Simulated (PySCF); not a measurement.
C2H3ClF2Si, SMILES F/C=C(/F)[SiH2]Cl.

Geometry optimised at PBE0-D3(BJ)/def2-SVP. The structure was generated by enumeration; whether it is a known compound was not checked. Other conformers were not sampled.

Calculation: TDDFT-CAM-B3LYP/def2-SVPD (PySCF 2.14.0).

Vertical excitations. 

```tsv
state	energy (eV)	λ (nm)	f	main pairs
S1	6.35	195	0.275	HOMO→LUMO 96 %
S2	6.74	184	0.023	HOMO→LUMO+2 55 %, HOMO→LUMO+1 29 %
S3	6.94	179	0.002	HOMO−2→LUMO 86 %
S4	7.15	173	0.007	HOMO−1→LUMO 91 %
S5	7.49	166	0.025	HOMO→LUMO+1 59 %, HOMO→LUMO+2 26 %
S6	8.03	154	0.012	HOMO−3→LUMO 44 %, HOMO→LUMO+3 14 %, HOMO→LUMO+4 7 %, HOMO−2→LUMO+3 7 %
S7	8.11	153	0.031	HOMO→LUMO+3 45 %, HOMO−3→LUMO 17 %, HOMO→LUMO+5 12 %, HOMO→LUMO+4 8 %
S8	8.16	152	0.032	HOMO→LUMO+4 54 %, HOMO→LUMO+3 23 %, HOMO→LUMO+5 12 %
S9	8.44	147	0.005	HOMO→LUMO+5 46 %, HOMO→LUMO+6 14 %, HOMO→LUMO+4 13 %, HOMO→LUMO+2 8 %
S10	8.57	145	0.008	HOMO−2→LUMO+2 26 %, HOMO−1→LUMO+4 18 %, HOMO−2→LUMO+1 13 %, HOMO−1→LUMO+1 9 %
T1	3.86	321	0	HOMO→LUMO 80 %
T2	6.34	195	0	HOMO→LUMO+2 53 %, HOMO→LUMO+1 25 %
T3	6.52	190	0	HOMO−2→LUMO 77 %, HOMO−3→LUMO 13 %
T4	6.82	182	0	HOMO−1→LUMO 85 %
```
Triplets are in the Tamm–Dancoff approximation, which puts them higher than full response would, so one can lie above its singlet here.
